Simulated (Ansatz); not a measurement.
Stepwise reaction of `[CH3][GeH2][Cl]` with hydrogen chloride, as a gas-phase model of exchange steps in deposition or etching. ΔE in kJ/mol; ΔG adds harmonic PBE0-D4 terms to CCSD(T)/CBS, at 1 bar.

Computed with Ansatz on PBE0-D4/def2-TZVP structures; ΔE is electronic, products minus reactants. CCSD(T)/CBS is the MP2 limit (def2-TZVPP, def2-QZVPP) plus CCSD(T) − MP2 in def2-TZVPP, frozen cores. This one scheme is used for every species. DFT in def2-TZVPP. B3LYP here is the variant with VWN-RPA as its local correlation; programs differ in this. For Ge outer-core shells are correlated without core-valence functions, which leaves a few kJ/mol of doubt a bond. Scalar relativity is left out up to krypton.

```json
{"step": "1", "reaction": "`[CH3][GeH2][Cl]` + HCl → `[CH3][GeH]([Cl])[Cl]` + H₂", "PBE-D4": "-63.6", "B3LYP-D4": "-63.5", "ωB97M-V": "-62.3", "CCSD(T)/CBS": "-60.7", "ΔG(500 K)": "-54.4"}
{"step": "2", "reaction": "`[CH3][GeH]([Cl])[Cl]` + HCl → `[CH3][Ge]([Cl])([Cl])[Cl]` + H₂", "PBE-D4": "-59.3", "B3LYP-D4": "-59.0", "ωB97M-V": "-57.0", "CCSD(T)/CBS": "-55.2", "ΔG(500 K)": "-44.0"}
```

(1) By hand: ΔE of the 2 steps together at CCSD(T)/CBS.

Results:

(1) (-60.7) + (-55.2) = -115.9 kJ/mol, or -58.0 kJ/mol a step.

In ΔE each step is higher than the one before. All are downhill at CCSD(T)/CBS. ΔG lies between -54.4 and -44.0 kJ/mol a step. PBE-D4 differs from CCSD(T)/CBS by -4.1 to -2.9 kJ/mol a step. Isolated molecules leave out the surface, adducts and barriers. Largest T1 diagnostic: 0.010.
